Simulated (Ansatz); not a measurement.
Two structures of CH₈AlAs, closed shell, reached by relaxing down either side of one saddle point (PBE0-D4/def2-TZVP). Energies are electronic, without zero-point energy. Computed with Ansatz 0.2.0 (basis: def2-TZVPP and def2-QZVPP); correlated methods freeze the cores. Filled d shells of the heavier atoms are correlated. The def2 sets are not built for correlating such inner shells, so the correlated values are less sure here. Extrapolation: Hartree–Fock as exp(−7.88 √X), correlation as X^−2.97. First:

Al1  (-0.706, -0.691, -0.268)
C2  (0.990, -1.439, 0.368)
H3  (-1.038, -0.672, -1.826)
H4  (-1.876, -0.387, 0.768)
H5  (0.592, 1.157, -0.442)
As6  (-0.068, 2.540, -0.346)
H7  (1.811, -1.303, -0.340)
H8  (1.295, -1.023, 1.333)
H9  (0.871, -2.520, 0.514)
H10  (-0.470, 2.314, 1.103)
H11  (-1.401, 2.023, -0.863)
(Å)

Second:

Al1  (-1.225, 0.021, -0.001)
C2  (1.375, -1.221, 0.298)
H3  (-1.631, -0.972, -1.171)
H4  (-1.615, -0.306, 1.502)
H5  (0.784, -0.895, 1.161)
As6  (-0.183, 2.156, -0.543)
H7  (2.153, -0.487, 0.099)
H8  (1.809, -2.189, 0.544)
H9  (0.765, -1.353, -0.602)
H10  (-1.100, 2.888, 0.427)
H11  (-1.133, 2.358, -1.715)
(Å)

Task: Which bonds change from the first to the second?

Result: CH₅Al ([CH3][AlH2]) + AsH₃ → AlAsH₄ ([AlH2][AsH2]) + CH₄; bonds formed: Al1–As6, C2–H5; bonds broken: Al1–C2, H5–As6.

Task: Give the saddle point's structure and its height above each. (To be estimated.)

Result: By the calculation: 101.7 kJ/mol above the first and 166.5 kJ/mol above the second (CCSD(T) at an estimated basis limit (MP2 extrapolated from triple and quadruple zeta, plus CCSD(T) − MP2 in triple zeta)).
Al1  (-0.886, -0.400, -0.230)
C2  (1.038, -1.088, 0.287)
H3  (-1.180, -0.775, -1.736)
H4  (-1.859, -0.526, 1.006)
H5  (0.637, 0.349, 0.014)
As6  (0.126, 2.130, -0.267)
H7  (1.855, -1.044, -0.435)
H8  (1.416, -0.884, 1.290)
H9  (0.674, -2.126, 0.286)
H10  (-0.736, 2.286, 0.976)
H11  (-1.084, 2.078, -1.192)
(Å)

No T1 diagnostic of these runs exceeds 0.011.

Labels in which every atom is bracketed show which atoms are joined, not bond orders.

For scale, one of the runs: CCSD(T)/def2-TZVPP, 233 basis functions, launched by `ansatz run in.yaml --threads 4 --pin off --events-out ev --progress --plain --max-ram 9574MiB`. Time: 100 s of wall clock on 4 CPU threads of an Arm Neoverse V2; the host was shared. Peak host memory: 3.9 GiB.
